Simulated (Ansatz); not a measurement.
# One molecule, several partners

Br⁻ beside different partners, each pair relaxed from a docking trial to one local arrangement, named by its closest contact against the van der Waals radii; a more strongly bound one may exist. Pairs that react, share a proton or have a doubtful reference are left out. Counterpoise interaction energies from the frozen fragments; negative means bound. Gas-phase electronic energies, without zero-point energy, by CCSD(T) at an estimated basis limit (MP2 extrapolated from triple and quadruple zeta, plus CCSD(T) − MP2 in triple zeta); Ansatz 0.2.0, def2-TZVPPD and QZVPPD, frozen cores, on PBE0-D4/def2-TZVP (TZVPD for anions) structures. Extrapolation: Hartree–Fock as exp(−7.88 √X), correlation as X^−2.97.

```tsv
partner	closest contact, atom of Br⁻ first (Å)	interaction energy (kcal/mol)
CH₄O (SMILES CO)	Br···H 2.27	?
N₂	Br···N 3.84	-1.79
PH₃	Br···H 2.49	-5.63
C₂H₆ (SMILES CC)	Br···H 2.86	-3.57
C₂H₄ (SMILES C=C)	Br···H 2.69	-4.46
```

Problem. What is the interaction energy with CH₄O (SMILES CO)? (To be estimated.)

Solution. By the calculation: -14.94 kcal/mol. It counts from the two fragments frozen as in the pair.

Problem. Which of these pairs would not bind at these structures without electron correlation? (A judgement: the text doesn't fix the answer.)

Solution. The calculation gives: None: Hartree–Fock already binds all of them.

No T1 diagnostic of these runs exceeds 0.014. The filled d shells of Br are correlated in sets not built for that, so values that involve them are less sure.

For scale, one of the runs: CCSD(T)/def2-TZVPPD, 233 basis functions, launched by `ansatz run in.yaml --threads 4 --pin off --events-out ev --progress --plain --max-ram 9574MiB`. Time: 36 s of wall clock on 4 CPU threads of an Intel Xeon 6975P-C; the host was shared. Peak host memory: 4.6 GiB.
